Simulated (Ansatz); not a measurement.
Frontier orbitals of C2H6AlClSi, SMILES `[Cl][Al]1[CH2]C[SiH2]1`.

```xyz
11

Cl    1.2445   -2.9923   -1.8127
Al    0.6763   -1.2949   -0.7122
C    -0.1230    0.4385   -1.1878
C    -0.6796    0.7346    0.2335
Si    0.3533   -0.3196    1.4687
H    -0.8645    0.5338   -1.9827
H     0.6906    1.1336   -1.4298
H    -0.6834    1.8011    0.4760
H    -1.7148    0.3852    0.3092
H     1.5119    0.4472    2.0137
H    -0.4113   -0.8671    2.6240
```

Total charge 0; spin multiplicity 1. The geometry is a stationary point of PBE0-D4/def2-TZVP. Basis def2-TZVPP, Ansatz.

Orbital energies of one run (eV). Highest occupied ones, from the top: -6.60, -7.35, -8.70, -9.00, -9.08, -9.16, -9.93, -10.95, -11.76, -12.20, -14.02, -16.67, -20.76, -22.20. Empty: -1.99, -0.88, 0.14, 0.55, 1.04, 1.36.

Q: Which functional gave them?
A. ωB97M-V
B. HSE06 (plane-wave form)
C. LC-ωPBE
D. LDA (SPW92)

A: B. HOMO energies: HSE06 -6.60, ωB97M-V -8.98, LC-ωPBE -9.52, LDA (SPW92) -6.05 eV.

LC-ωPBE has ω = 0.4 bohr⁻¹.
